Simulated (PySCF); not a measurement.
```xyz
8
charge 0 multiplicity 1, angstrom
Cl    0.0000    0.0000    0.0000
F     0.0000    0.0000    1.7673
F     0.9707    1.2644    0.0000
F    -1.3333    1.0236    0.5461
F    -0.9707   -1.2644    0.0000
F     1.3332   -1.0236    0.5462
F     0.8240   -0.6326   -1.4298
F    -0.8240    0.6326   -1.4298
```

All numbers come from PBE0/[Cl def2-SVP, F def2-SVP], no relativity, density fitting, PySCF.

This geometry of ClF₇ is a stationary point at this level.

Question: What is the point group?

Answer: D5h.

Question: Is it a minimum?

Answer: Yes: all harmonic wavenumbers are real.

Question: What are the dipole moment and the gap between the highest occupied and lowest empty levels?

Answer: 0.00 D and 2.98 eV.

Question: Give the ideal-gas entropy at 298.15 K and 1 bar by parts.

Answer: translation 172.8, rotation 98.8, vibration 71.5, spin 0.0; total 343.0 J/(mol K).

Question: What is the atomisation energy, with and without zero-point energy?

Answer: 452 kJ/mol without, 400 kJ/mol with.
